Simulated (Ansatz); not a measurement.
Input for Ansatz (a program for electronic structure): U-r2SCAN/def2-TZVPP on CH6InN (SMILES [CH3][InH][NH2]), a point of a bond scan (R = 2.180 Å). Elements past Kr take the def2 small-core potentials; no spin–orbit coupling.

Ansatz 0.2 input:
```yaml
crystal:
  periodic: [false, false, false]
  atoms:
    - {symbol: In, position_ang: [-0.19752538, -0.13187274, -0.17252637]}
    - {symbol: H, position_ang: [-1.33035343, -1.07031689, -1.06853503]}
    - {symbol: C, position_ang: [0.47968627, 1.91006392, -0.40323080]}
    - {symbol: H, position_ang: [1.42903903, 2.16945360, -2.34826996]}
    - {symbol: H, position_ang: [1.19643939, 2.15403667, 0.37930391]}
    - {symbol: H, position_ang: [-0.36525754, 2.59563687, -0.34110707]}
    - {symbol: N, position_ang: [0.65166297, -1.12881397, 1.37891550]}
    - {symbol: H, position_ang: [1.33462167, -0.73106337, 2.00385292]}
    - {symbol: H, position_ang: [0.44917276, -2.08497332, 1.62300437]}
basis:
  gaussian:
    orbitals: def2-TZVPP
hamiltonian:
  xc: {name: r2SCAN}
magnetization: {spin_polarized: true, initial_magnetization: 0}
```

Output:

```
WARN ansatz: RAYON_NUM_THREADS=1 ignored (pool sized by the plan → 1); use --threads N
Functional definition: r2SCAN
integrals: 0.09 GiB planned
1077 factors; their error is unknown
mean field: 0.93 GiB planned
mean field evaluation 1: about -7773.0988 eV, gradient 6.8e1 eV
mean field evaluation 2: about -7693.3595 eV, gradient 1.2e2 eV
mean field evaluation 4: about -7789.5682 eV, gradient 3.1e1 eV
mean field evaluation 8: about -7795.9701 eV, gradient 2.2e-1 eV
mean field evaluation 16: about -7795.9623 eV, gradient 6.0e-4 eV
mean field evaluation 32: about -7796.1183 eV, gradient 1.6e-5 eV
mean field -7796.11828238 eV, -286.5020624787 hartree, gradient 1.6e-5 eV, S^2 0.465694; 1 other end points of the search recorded, 0 dependent functions left out
reference -7796.11830711 eV, -286.5020633876 hartree; 20, 20 occupied and 176, 176 virtual orbitals, 1077 factors
Total energy: -7796.11830711 eV, -286.5020633876 hartree
```

The run converged. Its determinant has ⟨S²⟩ = 0.47, a mixture of spin states.

Cost: very roughly 16 core-seconds.
